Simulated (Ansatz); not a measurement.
`CC[Si]C` + CH₃OH → `CO[Si]C` + `CC` at 400 K and 1 bar (ligand exchange at the Si–C bond).

Calculated with Ansatz (gas phase, PBE0-D4/def2-TZVP geometries, no zero-point term in ΔE). CCSD(T)/CBS is the MP2 limit (def2-TZVPP, def2-QZVPP) plus CCSD(T) − MP2 in def2-TZVPP, frozen cores. This one scheme is used for every species. Each species was taken in one conformer, which may not be the lowest.

| species | CCSD(T)/CBS energy (Eh) | H − E (kJ/mol) | S (J/(mol·K)) |
| --- | --- | --- | --- |
| `CC[Si]C` | -408.00123 | 294.3 | 368.2 |
| CH₃OH | -115.61712 | 151.2 | 252.6 |
| `CO[Si]C` | -443.95718 | 234.1 | 358.7 |
| `CC` | -79.71954 | 213.5 | 244.3 |

H − E and S are ideal-gas, rigid-rotor, harmonic terms from PBE0-D4/def2-TZVP, for one conformer and one mirror image of each species. 1 Eh = 2625.50 kJ/mol, R = 8.31446 J/(mol·K).

Question: By hand: ΔE, ΔH, ΔS and ΔG.

Answer: ΔE = (-443.95718) + (-79.71954) − (-408.00123) − (-115.61712) = -0.05837 Eh = -153.3 kJ/mol. Δ(H − E) = 234.1 + 213.5 − 294.3 − 151.2 = 2.1, so ΔH = -151.2 kJ/mol. ΔS = 358.7 + 244.3 − 368.2 − 252.6 = -17.8 J/(mol·K). ΔG = -151.2 − 400 × (-17.8)/1000 = -144.1 kJ/mol.

Question: By hand: the equilibrium constant, and the temperature at which ΔG would vanish if ΔH and ΔS stayed fixed.

Answer: log₁₀ K = −ΔG/(RT ln 10) = 18.8. ΔG = 0 at ΔH/ΔS = 8494 K, far beyond where these terms or the molecules hold.

ΔH outweighs TΔS. A doubt of 5 kJ/mol in ΔE shifts log₁₀ K by 0.7 here. Other conformers and mirror images would add mixing entropy, several J/(mol·K) or more a flexible species. Modes under 60 cm⁻¹, often nearly free rotors, make the harmonic entropy too high. These are equilibria of isolated gas molecules and say nothing of rates. Largest T1 diagnostic: 0.014 (customary marks: 0.02 for closed shells, 0.045 for open ones).
